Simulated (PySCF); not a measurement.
A calculated (PBE0, PySCF 2.14, cc-pVDZ, the non-relativistic Hamiltonian (point nucleus)) atom or ion has these occupied shells.

```tsv
shell	electrons	orbital energy (eV)	rms radius, mean of both spins (bohr)
1s α	1	-412.63	0.266
1s β	1	-411.27	0.266
2s α	1	-36.481	1.38
2s β	1	-31.936	1.38
2p α	2	-24.292	1.41
```

**Question.** Name the element and its charge.

**Answer.** N⁺ (nitrogen, charge +1), in [He] 2s2 2p2, high-spin 3P determinant.
